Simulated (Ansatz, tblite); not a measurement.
Removing and adding an electron: the cluster As2S2 (the lowest singlet isomer of a short search). Total charge 0; singlet. Geometry: r2SCAN-D4/def2-SVP. Ansatz, gas phase; energy differences of separate SCF runs; the oxidised species was run as a doublet alone; the reduced species was run as a doublet alone.

| atom | x (Å) | y (Å) | z (Å) |
| --- | --- | --- | --- |
| As1 | 0.5471 | 0.6899 | -0.9629 |
| As2 | 0.4974 | -0.2369 | 1.1828 |
| S3 | 0.1773 | -1.5666 | -0.6723 |
| S4 | -1.2218 | 1.1137 | 0.4525 |

The xTB rows come from tblite. HOMO above LUMO, or a gap near zero within one spin, warns that the state may not be the lowest or that an electron is smeared out. The structure comes from a short search, and lower isomers may exist.

(1) Estimate orbital energies and vertical ionisation energies and electron affinities at: GFN1-xTB; GFN2-xTB; PBE-D4/def2-TZVP; PBE-D4/def2-TZVPD; r2SCAN-D4/def2-TZVP; r2SCAN-D4/def2-TZVPD; PBE0-D4/def2-TZVP; PBE0-D4/def2-TZVPD.

Results:

(1) 
```csv
level,−HOMO (eV),vertical IE (eV),−LUMO (eV),vertical EA (eV),HOMO–LUMO gap (eV),IE − EA (eV),remarks
GFN1-xTB,10.82,14.94,8.35,4.28,2.47,10.66,–
GFN2-xTB,10.16,13.03,7.93,5.08,2.22,7.96,–
PBE-D4/def2-TZVP,5.73,8.53,3.06,–,2.67,–,gap within one spin near zero (+1 doublet)
PBE-D4/def2-TZVPD,5.81,–,3.13,0.63,2.68,–,HOMO above zero (-1 doublet)
r2SCAN-D4/def2-TZVP,6.00,8.67,3.07,–,2.93,–,–
r2SCAN-D4/def2-TZVPD,6.04,–,3.11,0.70,2.93,–,HOMO above zero (-1 doublet)
PBE0-D4/def2-TZVP,6.80,8.73,2.36,–,4.44,–,–
PBE0-D4/def2-TZVPD,6.84,–,2.41,0.69,4.43,–,HOMO above zero (-1 doublet)
```

   A HOMO above zero means that the electron is unbound at that level or that self-interaction error raises the level; the energy of removing that electron tells which. Raw xTB energy differences between charge states are shifted by several eV; the methods need an empirical correction for them.
